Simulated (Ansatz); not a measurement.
Input for Ansatz (a program for electronic structure): R-r2SCAN/def2-TZVPP on CH5NOSe (SMILES CO[Se]N), a point of a torsion scan.

Ansatz 0.2 input:
```yaml
crystal:
  periodic: [false, false, false]
  atoms:
    - {symbol: C, position_ang: [-1.60293499, 0.08982008, 0.30312922]}
    - {symbol: O, position_ang: [-0.75340930, 0.21201486, -0.81263715]}
    - {symbol: Se, position_ang: [-0.73838000, 1.76230683, -1.79970241]}
    - {symbol: N, position_ang: [0.65942795, 2.67603068, -1.10085763]}
    - {symbol: H, position_ang: [-2.20190959, 0.98740383, 0.47586887]}
    - {symbol: H, position_ang: [-0.99464960, -0.10389937, 1.19108140]}
    - {symbol: H, position_ang: [-2.27731259, -0.75464756, 0.14010319]}
    - {symbol: H, position_ang: [0.52904646, 2.98106115, -0.14269606]}
    - {symbol: H, position_ang: [1.54691925, 2.19677336, -1.19875820]}
basis:
  gaussian:
    orbitals: def2-TZVPP
hamiltonian:
  xc: {name: r2SCAN}
scf: {lower_state_search: off}
```

The head of its log:

```
WARN ansatz: RAYON_NUM_THREADS=1 ignored (pool sized by the plan → 1); use --threads N
Functional definition: r2SCAN
these checks for a lower state are left out or cut short: stability, starts, cluster_reference, orbital_swaps, neighbouring_geometries, increment
integrals: 0.12 GiB planned
1168 factors; their error is unknown
mean field: 0.89 GiB planned
mean field evaluation 1: about -69990.9126 eV, gradient 8.1e1 eV
mean field evaluation 2: about -69953.8014 eV, gradient 1.5e2 eV
```

**Question.** Give the final energy of this run.

**Answer.** -2572.5767 hartree.
